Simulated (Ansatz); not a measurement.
Mulliken charges of `O=C=[N][GaH][Cl]` from PBE/def2-TZVPP in Ansatz (PBE0-D4/def2-TZVP geometry).

```tsv
atom	x (Å)	y (Å)	z (Å)	charge (e)
O1	-0.700	-2.627	-0.697	-0.160
C2	-0.692	-1.486	-0.468	0.181
N3	-0.757	-0.305	-0.248	-0.198
Ga4	0.248	1.124	0.276	0.403
Cl5	2.297	0.695	0.678	-0.228
H6	-0.355	2.534	0.413	0.003
```

Question: By hand: the dipole of these point charges (1 e Å = 4.8032 D).

Answer: Σ q r = (-0.288, 0.514, 0.034) e Å, of length 0.590 e Å = 2.83 D.

Question: How does the dipole of the full density compare? (An estimate is asked.)

Answer: The calculation gave: (-0.125, 0.462, 0.062) e Å, 2.32 D; the point charges give 1.22 times that, at 15° from its direction.

Point charges leave out the atoms' own dipoles, such as those of lone pairs, and Mulliken's split depends on the basis, so the two needn't agree.
